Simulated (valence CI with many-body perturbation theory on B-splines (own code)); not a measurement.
# Forbidden lines of Zn XVI

Method: configuration interaction combined with many-body perturbation theory (CI+MBPT): five valence electrons over a frozen Dirac-Fock core [Ne], a basis of 11 s, 11 p, 10 d, 8 f, 5 g, 2 h functions for each j, with the one-electron correlation potential Σ1, the two-electron term Σ2, the three-electron term Σ3, Breit, model QED; selected CI, second order for the rest, scaled by the run's own slope (own B-spline code, finite nucleus).

No measured spectrum was set against this ion. As an estimate, levels of excited configurations hold to 0.05 to 0.15 % of their energy, terms of the ground configuration to about 0.5 %. Among the levels kept, up to 3300 cm⁻¹ of a level comes from second order outside the variational space, and about a tenth of that is noise between levels of different J, which matters for small intervals.

Lines 1 to 19 of 19 in falling wavelength, among levels below 1390800 cm⁻¹, chosen from the decays that carry over 1 % of a level's rate. Wavelengths and rates use the calculated energies, so an error of 300 cm⁻¹ moves a line at 2583 Å by 0.77 % and its rate by three times that or more. Electric multipoles are in the length gauge with retardation, E1 and E2 with the static RPA response of the core. M1 uses the operator L + gS. S is in atomic units (e²a₀⁴ for E2 and M2, e²a₀⁶ for E3), for M1 in squared Bohr magnetons. Weak lines are less certain than strong ones. Lines between different terms over intervals too small for the method are left out, as are lines whose strength nearly cancels.

Names give the largest LS component (configuration and term), which can be under half, so a name can repeat, a term be missing and a line seem to break the LS rules; names also repeat where a configuration has a term twice. Letters in brackets count levels of one name in rising energy.

| λ vac (Å) | Upper | Lower | Type | A (s⁻¹) | S (a.u.) |
| --- | --- | --- | --- | --- | --- |
| 8211 | 3s²3p³ ²D°_5/2 | 3s²3p³ ²D°_3/2 | M1 | 1.55e+01 | 1.91e+00 |
| 7076 | 3s²3p²3d ⁴F_9/2 | 3s²3p²3d ⁴F_7/2 | M1 | 6.76e+01 | 8.88e+00 |
| 5217 | 3s²3p³ ²P°_3/2 | 3s²3p³ ²P°_1/2 | M1 | 4.87e+01 | 1.03e+00 |
| 2583 | 3s²3p²3d ²G_9/2 | 3s²3p²3d ⁴D_7/2 | M1 | 5.13e+01 | 3.28e-01 |
| 2110 | 3s²3p³ ²P°_1/2 | 3s²3p³ ²D°_3/2 | M1 | 3.06e+02 | 2.13e-01 |
| 1978 | 3s²3p³ ²D°_3/2 | 3s²3p³ ⁴S°_3/2 | M1 | 5.24e+02 | 6.02e-01 |
| 1839 | 3s²3p³ ²P°_3/2 | 3s²3p³ ²D°_5/2 | M1 | 5.11e+02 | 4.71e-01 |
| 1594 | 3s²3p³ ²D°_5/2 | 3s²3p³ ⁴S°_3/2 | M1 | 3.81e+01 | 3.44e-02 |
| 1594 | 3s²3p³ ²D°_5/2 | 3s²3p³ ⁴S°_3/2 | E2 | 6.07e-01 | 3.35e-02 |
| 1502 | 3s²3p³ ²P°_3/2 | 3s²3p³ ²D°_3/2 | M1 | 1.71e+03 | 8.59e-01 |
| 1438 | 3s²3p²3d ²G_9/2 | 3s²3p²3d ⁴F_9/2 | M1 | 6.88e+02 | 7.58e-01 |
| 1403 | 3s²3p²3d ²G_9/2 | 3s²3p²3d ²F_7/2 [a] | M1 | 3.32e+01 | 3.40e-02 |
| 1195 | 3s²3p²3d ²G_9/2 | 3s²3p²3d ⁴F_7/2 | M1 | 4.70e+02 | 2.98e-01 |
| 1021 | 3s²3p³ ²P°_1/2 | 3s²3p³ ⁴S°_3/2 | M1 | 1.26e+03 | 9.95e-02 |
| 853.9 | 3s²3p³ ²P°_3/2 | 3s²3p³ ⁴S°_3/2 | M1 | 1.50e+03 | 1.38e-01 |
| 511.8 | 3s²3p²3d ²G_9/2 | 3s3p⁴ ²D_5/2 | E2 | 1.78e+01 | 5.57e-03 |
| 456.8 | 3s²3p²3d ⁴F_9/2 | 3s3p⁴ ⁴P_5/2 | E2 | 8.34e+01 | 1.48e-02 |
| 346.7 | 3s²3p²3d ²G_9/2 | 3s3p⁴ ⁴P_5/2 | E2 | 3.95e+01 | 1.77e-03 |
| 193.6 | 3s²3p²3d ⁴F_9/2 | 3s²3p³ ²D°_5/2 | M2 | 9.39e+01 | 2.28e-04 |
